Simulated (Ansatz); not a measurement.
Reactions of `N[SiH2][O][GeH2][NH2]`.

Computed with Ansatz on PBE0-D4/def2-TZVP structures; ΔE is electronic, products minus reactants. CBS: MP2 limit from def2 TZ/QZ plus the TZ coupled-cluster correction, frozen cores. This one scheme is used for every species. Functionals use def2-TZVPP. For Ge, Se outer-core shells are correlated without core-valence functions, which leaves a few kJ/mol of doubt a bond. Scalar relativity is left out up to krypton. One conformer a species, not always the lowest.

```json
{"reaction": "`N[SiH2][O][GeH2][NH2]` + `[SiH3][SeH]` → `N[SiH2][Se][SiH3]` + `[NH2][GeH2][OH]`", "r2SCAN-D4 (eV)": "0.55", "CCSD/CBS(def2) (eV)": "0.59", "B2PLYP (eV)": "0.63", "MP2/CBS(def2) (eV)": "0.51"}
{"reaction": "`N[SiH2][O][GeH2][NH2]` + `[CH3][Ge]([NH2])([OH])[F]` → `[NH2][GeH2][O][SiH](N)F` + `[CH3][GeH]([NH2])[OH]`", "r2SCAN-D4 (eV)": "-0.81", "CCSD/CBS(def2) (eV)": "-0.84", "B2PLYP (eV)": "-0.80", "MP2/CBS(def2) (eV)": "-0.84"}
{"reaction": "`N[SiH2][O][GeH2][NH2]` + CH₃OH → `CO[SiH2]N` + `[NH2][GeH2][OH]`", "r2SCAN-D4 (eV)": "0.23", "CCSD/CBS(def2) (eV)": "0.24", "B2PLYP (eV)": "0.21", "MP2/CBS(def2) (eV)": "0.23"}
{"reaction": "`N[SiH2][O][GeH2][NH2]` + `N[SiH](N)F` → `N[SiH2]N[SiH](N)F` + `[NH2][GeH2][OH]`", "r2SCAN-D4 (eV)": "0.63", "CCSD/CBS(def2) (eV)": "0.64", "B2PLYP (eV)": "0.66", "MP2/CBS(def2) (eV)": "0.62"}
{"reaction": "`N[SiH2][O][GeH2][NH2]` + `N[Si@@H](F)O[Si@@H](N)F` → `N[SiH2]O[SiH](N)F` + `[NH2][GeH2][O][SiH](N)F`", "r2SCAN-D4 (eV)": "-0.08", "CCSD/CBS(def2) (eV)": "-0.06", "B2PLYP (eV)": "-0.06", "MP2/CBS(def2) (eV)": "-0.07"}
{"reaction": "`N[SiH2][O][GeH2][NH2]` + `N[Si@H](F)O[Si@@H](N)O` → `[NH2][GeH2][O][SiH](N)F` + `N[SiH2]O[SiH](N)O`", "r2SCAN-D4 (eV)": "-0.06", "CCSD/CBS(def2) (eV)": "-0.01", "B2PLYP (eV)": "-0.02", "MP2/CBS(def2) (eV)": "-0.03"}
{"reaction": "`N[SiH2][O][GeH2][NH2]` + `N[Si](O)(Cl)Cl` → `N[SiH2]O[Si](N)(Cl)Cl` + `[NH2][GeH2][OH]`", "r2SCAN-D4 (eV)": "0.02", "CCSD/CBS(def2) (eV)": "0.00", "B2PLYP (eV)": "0.02", "MP2/CBS(def2) (eV)": "0.01"}
{"reaction": "`N[SiH2][O][GeH2][NH2]` + `CB(O)O` → `[NH2][GeH2][B](O)O` + `CO[SiH2]N`", "r2SCAN-D4 (eV)": "1.73", "CCSD/CBS(def2) (eV)": "1.75", "B2PLYP (eV)": "1.72", "MP2/CBS(def2) (eV)": "1.83"}
{"reaction": "`N[SiH2][O][GeH2][NH2]` + `F[SiH3]` → `N[SiH2][SiH2]F` + `[NH2][GeH2][OH]`", "r2SCAN-D4 (eV)": "1.48", "CCSD/CBS(def2) (eV)": "1.55", "B2PLYP (eV)": "1.56", "MP2/CBS(def2) (eV)": "1.62"}
{"reaction": "`N[SiH2][O][GeH2][NH2]` + `O[SiH2][SiH3]` → `N[SiH2]O[SiH2][SiH3]` + `[NH2][GeH2][OH]`", "r2SCAN-D4 (eV)": "0.02", "CCSD/CBS(def2) (eV)": "0.01", "B2PLYP (eV)": "0.03", "MP2/CBS(def2) (eV)": "0.02"}
```

Problem. Give the CCSD(T)/CBS values in the same order. (Estimate.)

Solution. The calculation gave: 0.56, -0.83, 0.24, 0.62, -0.07, -0.03, 0.01, 1.74, 1.54, 0.02 eV.

Largest T1 diagnostic: 0.012, for `[NH2][GeH2][B](O)O`.
